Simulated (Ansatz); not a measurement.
Consider the silylene formation by 1,1-elimination: `C[Si](C)(F)I` → `FI` + `C[Si]C`.

Gas-phase electronic energies from Ansatz, PBE0-D4/def2-TZVP geometries. CCSD(T)/CBS is the MP2 limit (def2-TZVPP, def2-QZVPP) plus CCSD(T) − MP2 in def2-TZVPP, frozen cores. DFT in def2-TZVPP. B3LYP here is the variant with VWN-RPA as its local correlation; programs differ in this. Elements past krypton have def2 core potentials. For I outer-core shells are correlated without core-valence functions, which leaves a few kJ/mol of doubt a bond.

(1) Is it downhill or uphill in electronic energy at CCSD(T)/CBS, and by how much? (Best estimate.)

(2) What do these levels give: PBE0-D4, B3LYP-D4, PBE, MP2/def2-TZVPP, SCS-MP2/def2-TZVPP, MP2/CBS(def2)? (Estimate.)

Largest T1 diagnostic among the species: 0.012.

Results:

(1) Ansatz gave: Uphill: ΔE = +636.6 kJ/mol.

(2) Computed: PBE0-D4 640.6, B3LYP-D4 614.9, PBE 598.0, MP2/def2-TZVPP 674.1, SCS-MP2/def2-TZVPP 647.3, MP2/CBS(def2) 677.5 kJ/mol.

The D4 term adds +17.2 kJ/mol with B3LYP and +9.5 kJ/mol with PBE0; it sums over pairs of atoms, weighted by their polarisabilities, and B3LYP, whose exchange is more repulsive, gets the larger term. From PBE to PBE0 (25 % exact exchange), in def2-TZVPP and without D4, ΔE moves by +33.1 kJ/mol.
